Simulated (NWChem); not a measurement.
System: GeH4O2; SMILES [GeH2]([OH])[OH]

Input file for NWChem:

```
start job
memory heap 200 mb stack 900 mb global 1100 mb
geometry units angstroms noautosym nocenter noautoz
  Ge     0.000000     0.000000     0.300590
  O     -1.455899    -0.055189    -0.714983
  O      1.455899     0.055189    -0.714983
  H     -0.081081    -1.295376     1.118910
  H      0.081081     1.295376     1.118910
  H     -1.563975     0.737331    -1.252033
  H      1.563975    -0.737331    -1.252033
end
basis spherical
  Ge library cc-pvtz
  O library cc-pvtz
  H library cc-pvtz
end
dft
  xc hfexch
  iterations 150
end
property
  shielding 4 1 2 4 6
end
task dft property
```

Coordinates come from a PBE0/def2-SVP optimisation.

GIAO values for the isolated, static molecule; σ is the absolute isotropic shielding.

Atoms are numbered as in the input.

Q: Predict the main results of this run. (Hartree-Fock/cc-pVTZ, GIAO.) Quantities: basis functions; σ Ge1 (ppm); σ O2 (ppm); σ H4 (ppm); σ H6 (ppm).

A: 
```
Property                   Result
-------------------------  ------
number of basis functions     159
σ Ge1 (ppm)                1601.8
σ O2 (ppm)                  312.2
σ H4 (ppm)                  26.92
σ H6 (ppm)                  30.57
```
